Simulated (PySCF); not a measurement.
# GaOF + H₂O → GaO(OH) + HF

Level: PBE0 in the def2-TZVP basis family, all electrons, no relativity, computed in PySCF with density fitting; open shells unrestricted.

```json
{"species": "GaOF", "state and structure": "singlet, C∞v, Ga–F 1.711 Å, Ga–O 1.642 Å; F–Ga–O 180.0°", "ZPE (kJ/mol)": "12.2", "H(298 K) − H(0) (kJ/mol)": "12.2", "S° (J/(mol K))": "255.1"}
{"species": "H₂O", "state and structure": "singlet, C2v, O–H 0.960 Å (×2); H–O–H 105.1°", "ZPE (kJ/mol)": "56.5", "H(298 K) − H(0) (kJ/mol)": "9.9", "S° (J/(mol K))": "188.7"}
{"species": "GaO(OH)", "state and structure": "singlet, Cs, Ga–O 1.643 Å, Ga–O 1.747 Å, O–H 0.961 Å; Ga–O–H 115.2°, O–Ga–O 176.5°", "ZPE (kJ/mol)": "40.5", "H(298 K) − H(0) (kJ/mol)": "13.6", "S° (J/(mol K))": "273.0"}
{"species": "HF", "state and structure": "singlet, C∞v, H–F 0.920 Å", "ZPE (kJ/mol)": "24.9", "H(298 K) − H(0) (kJ/mol)": "8.7", "S° (J/(mol K))": "173.6"}
```

(1) Is the gas-phase reaction uphill or downhill in electronic energy at this level, and by how much?

(2) Add zero-point, thermal and entropy terms for 298.15 K and 1 bar.

Answers

(1) At PBE0/def2-TZVP, ΔE = 19.2 kJ/mol, uphill. 

(2) ΔZPE = -3.3 and Δ[H(298) − H(0)] = 0.2 kJ/mol give ΔH° = 16.1 kJ/mol. ΔS° = 2.8 J/(mol K), so ΔG° = 16.1 − 298.15 × (0.0028) = 15 kJ/mol and log₁₀K = -2.7.

Only the bonding shown was studied: isomers, or loss of a ligand pair, can lie lower.
